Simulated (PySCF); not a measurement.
C3H6FNSi, SMILES NC(F)=C=C[SiH3]. Geometry optimised at PBE0-D3(BJ)/def2-SVP. The structure was generated by enumeration; whether it is a known compound was not checked. The values are those of a single conformer.

Give the equilibrium geometry at PBE0-D3(BJ)/def2-SVP (PySCF confirms it by a frequency run) as a Z-matrix. (Estimate from the structure and the level; the computed values follow.)

This is not unique; one that fits is 
```
C
C 1 1.3133
C 1 1.3190 2 172.62
F 3 1.3379 1 120.62 2 106.16
N 3 1.3818 1 127.77 2 -72.09
H 5 1.0130 3 113.56 1 0.02
H 5 1.0177 6 111.61 3 129.75
H 2 1.1027 1 119.21 3 169.85
Si 2 1.8805 8 118.35 1 -179.25
H 9 1.4916 2 109.30 8 -178.75
H 9 1.4959 10 109.79 2 121.23
H 9 1.4972 10 109.54 11 117.86
```
Charge 0, spin multiplicity 1.
